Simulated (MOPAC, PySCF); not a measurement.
Potential energy surface of H₃B, singlet: umbrella (inversion) coordinate, bond length relaxed. Scanned: angle between the B-H bonds and the threefold axis (90 = planar). Other coordinates (B-H bond length) were minimised at B3LYP/def2-TZVP.

- RKS-LDA (SVWN5)/6-31G* = restricted LDA (SVWN5)/6-31G*, spherical d run with PySCF 2.14.0
- PM6, restricted, heats of formation (MOPAC)
- AM1, restricted, heats of formation (MOPAC)
- CCSD(T) on RHF/cc-pVTZ, 1 core orbital frozen (PySCF)

Energies relative to the lowest point of each profile, in kJ/mol; the last columns give the difference from CCSD(T):

```json
[
 {"a / °": "90", "RKS-LDA (SVWN5)/6-31G*": "0.0", "PM6": "0.0", "AM1": "0.0", "CCSD(T)": "0.0", "RKS-LDA (SVWN5)/6-31G* − CCSD(T)": "0.0", "PM6 − CCSD(T)": "0.0", "AM1 − CCSD(T)": "0.0"},
 {"a / °": "93", "RKS-LDA (SVWN5)/6-31G*": "2.0", "PM6": "2.0", "AM1": "2.4", "CCSD(T)": "2.2", "RKS-LDA (SVWN5)/6-31G* − CCSD(T)": "-0.2", "PM6 − CCSD(T)": "-0.2", "AM1 − CCSD(T)": "0.2"},
 {"a / °": "96", "RKS-LDA (SVWN5)/6-31G*": "8.1", "PM6": "8.2", "AM1": "9.7", "CCSD(T)": "8.8", "RKS-LDA (SVWN5)/6-31G* − CCSD(T)": "-0.7", "PM6 − CCSD(T)": "-0.6", "AM1 − CCSD(T)": "0.9"},
 {"a / °": "99", "RKS-LDA (SVWN5)/6-31G*": "18.2", "PM6": "18.5", "AM1": "21.8", "CCSD(T)": "19.9", "RKS-LDA (SVWN5)/6-31G* − CCSD(T)": "-1.6", "PM6 − CCSD(T)": "-1.3", "AM1 − CCSD(T)": "2.0"},
 {"a / °": "102", "RKS-LDA (SVWN5)/6-31G*": "32.4", "PM6": "33.0", "AM1": "38.9", "CCSD(T)": "35.3", "RKS-LDA (SVWN5)/6-31G* − CCSD(T)": "-3.0", "PM6 − CCSD(T)": "-2.3", "AM1 − CCSD(T)": "3.5"},
 {"a / °": "105", "RKS-LDA (SVWN5)/6-31G*": "50.6", "PM6": "51.6", "AM1": "60.9", "CCSD(T)": "55.2", "RKS-LDA (SVWN5)/6-31G* − CCSD(T)": "-4.6", "PM6 − CCSD(T)": "-3.6", "AM1 − CCSD(T)": "5.6"},
 {"a / °": "108", "RKS-LDA (SVWN5)/6-31G*": "73.0", "PM6": "74.3", "AM1": "88.0", "CCSD(T)": "79.7", "RKS-LDA (SVWN5)/6-31G* − CCSD(T)": "-6.7", "PM6 − CCSD(T)": "-5.3", "AM1 − CCSD(T)": "8.3"},
 {"a / °": "111", "RKS-LDA (SVWN5)/6-31G*": "99.6", "PM6": "101.2", "AM1": "120.3", "CCSD(T)": "108.6", "RKS-LDA (SVWN5)/6-31G* − CCSD(T)": "-9.1", "PM6 − CCSD(T)": "-7.4", "AM1 − CCSD(T)": "11.7"},
 {"a / °": "114", "RKS-LDA (SVWN5)/6-31G*": "130.4", "PM6": "132.2", "AM1": "158.1", "CCSD(T)": "142.2", "RKS-LDA (SVWN5)/6-31G* − CCSD(T)": "-11.8", "PM6 − CCSD(T)": "-10.0", "AM1 − CCSD(T)": "15.9"},
 {"a / °": "117", "RKS-LDA (SVWN5)/6-31G*": "165.5", "PM6": "167.3", "AM1": "201.4", "CCSD(T)": "180.4", "RKS-LDA (SVWN5)/6-31G* − CCSD(T)": "-14.9", "PM6 − CCSD(T)": "-13.2", "AM1 − CCSD(T)": "21.0"},
 {"a / °": "120", "RKS-LDA (SVWN5)/6-31G*": "205.2", "PM6": "206.4", "AM1": "250.8", "CCSD(T)": "223.4", "RKS-LDA (SVWN5)/6-31G* − CCSD(T)": "-18.2", "PM6 − CCSD(T)": "-17.0", "AM1 − CCSD(T)": "27.3"},
 {"a / °": "123", "RKS-LDA (SVWN5)/6-31G*": "249.5", "PM6": "249.6", "AM1": "306.4", "CCSD(T)": "271.2", "RKS-LDA (SVWN5)/6-31G* − CCSD(T)": "-21.7", "PM6 − CCSD(T)": "-21.7", "AM1 − CCSD(T)": "35.2"},
 {"a / °": "126", "RKS-LDA (SVWN5)/6-31G*": "298.7", "PM6": "296.7", "AM1": "369.0", "CCSD(T)": "324.0", "RKS-LDA (SVWN5)/6-31G* − CCSD(T)": "-25.3", "PM6 − CCSD(T)": "-27.3", "AM1 − CCSD(T)": "45.0"},
 {"a / °": "129", "RKS-LDA (SVWN5)/6-31G*": "353.2", "PM6": "347.8", "AM1": "438.9", "CCSD(T)": "381.9", "RKS-LDA (SVWN5)/6-31G* − CCSD(T)": "-28.7", "PM6 − CCSD(T)": "-34.1", "AM1 − CCSD(T)": "57.0"},
 {"a / °": "132", "RKS-LDA (SVWN5)/6-31G*": "413.2", "PM6": "402.8", "AM1": "516.8", "CCSD(T)": "445.1", "RKS-LDA (SVWN5)/6-31G* − CCSD(T)": "-31.9", "PM6 − CCSD(T)": "-42.3", "AM1 − CCSD(T)": "71.7"}
]
```

RKS-LDA (SVWN5)/6-31G* is furthest from CCSD(T) at 132 (-31.9 kJ/mol, below); its mean absolute difference over the points is 11.9 kJ/mol.

PM6 is furthest from CCSD(T) at 132 (-42.3 kJ/mol, below); its mean absolute difference over the points is 12.4 kJ/mol.

AM1 is furthest from CCSD(T) at 132 (71.7 kJ/mol, above); its mean absolute difference over the points is 20.4 kJ/mol.
